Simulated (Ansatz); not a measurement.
A structure relaxed at PBE0-D4/def2-SVP in Ansatz, charge 0, multiplicity 11:

```xyz
6

Mn    1.1941    0.5319   -0.8278
F     2.5728    1.1641   -1.7835
F     0.7330   -0.0371    1.0331
Mn   -1.1926   -0.5376    0.8266
F    -2.5787   -1.1446    1.7880
F    -0.7286    0.0233   -1.0365
```

(1) Give its formula, name or SMILES and point group.

(2) Summarise the bond lengths by kind (pairs closer than 1.2 times the sum of covalent radii, bridged metal pairs left out).

Answers

(1) Mn2(F)4 (Mn₂F₄). Point group D2h (tolerance 0.1 Å).

(2) 6 × F–Mn 1.79 to 2.00 Å.
